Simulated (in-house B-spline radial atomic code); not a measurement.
## Br7+: [Ar] 3d10

Level of theory: Dirac-Kohn-Sham PBE0, spherical fractional occupations, exact exchange averaged over the configuration, Fermi nucleus of rms radius 4.1629 fm; calculated with an all-electron radial atomic-structure program (B-spline basis).

Effective charges: Z_r = [3n² - l(l+1)]/(2<r>) from the radius, Z_e = n√(-2ε) from the energy, and Slater's rules. Values are occupation-weighted means over j. An effective charge above Z reflects the relativistic contraction of the inner shells.

| shell | electrons | ε (eV) | <r> (bohr) | Z_r | Z_e | Slater |
| --- | --- | --- | --- | --- | --- | --- |
| 1s | 2 | -13491 | 0.04274 | 35.10 | 31.49 | 34.70 |
| 2s | 2 | -1867.8 | 0.1891 | 31.73 | 23.43 | 30.85 |
| 2p | 6 | -1660 | 0.1653 | 30.25 | 22.09 | 30.85 |
| 3s | 2 | -357.83 | 0.5486 | 24.61 | 15.39 | 23.75 |
| 3p | 6 | -291.41 | 0.5597 | 22.33 | 13.88 | 23.75 |
| 3d | 10 | -181.05 | 0.5743 | 18.28 | 10.94 | 13.85 |

The least bound orbital is 3d5/2 at -180.6 eV, and it is also the most diffuse (<r> = 0.5757 bohr).

Spin-orbit splittings of the orbital energies (j = l + 1/2 above j = l - 1/2 when positive): 2p 47.66 eV, 3p 7.004 eV, 3d 1.135 eV.

For the 1s electron the small component carries 1.61 % of the norm, the zero-frequency Breit interaction raises the level by 21.53 eV, self-energy by 11.39 eV, and vacuum polarisation lowers it by 1.162 eV.
